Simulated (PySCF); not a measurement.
Two-component Hartree-Fock for C⁺ (carbon, charge +1)

Start: [He] 2s2 2p1; 2p1/2 filled at m_j = +1/2. Calculated with PySCF 2.14 in x2c-TZVPall-2c (5s3p2d1f, 31 functions): generalised Hartree-Fock with the X2C-1e Hamiltonian and a Gaussian nucleus; one run each with spin-orbit coupling (SO) switched off, then screened by Boettger's factors.

| spinor shell | electrons | ε, spin-free (eV) | ε, screened SO (eV) | weight of nominal j (screened SO) | rms radius, screened SO (bohr) |
| --- | --- | --- | --- | --- | --- |
| 1s1/2 | 2 | -323.86 | -323.86 | 1.000 | 0.311 |
| 2s1/2 | 2 | -31.480 | -31.478 | 0.998 | 1.61 |
| 2p1/2 | 1 | -24.922 | -24.928 | 0.900 | 1.64 |

```
   quantity  spin-free  screened SO
E (hartree)  -37.31177    -37.31197
        M_J        1/2          1/2
       ⟨J²⟩      1.080        1.057
       ⟨L²⟩      2.023        2.023
       ⟨S²⟩      0.758        0.758
```

The determinant has a definite M_J but mixes levels of different J.

Each row is a mean over spinors that exchange with the open shell spreads, by up to 1.107 eV (2s1/2).

Without spin-orbit coupling the j labels of p, d and f shells carry no meaning; the spin-free column gives the mean over the occupied spinors of each nl shell, and its ⟨J²⟩ belongs to a mixture of degenerate components.
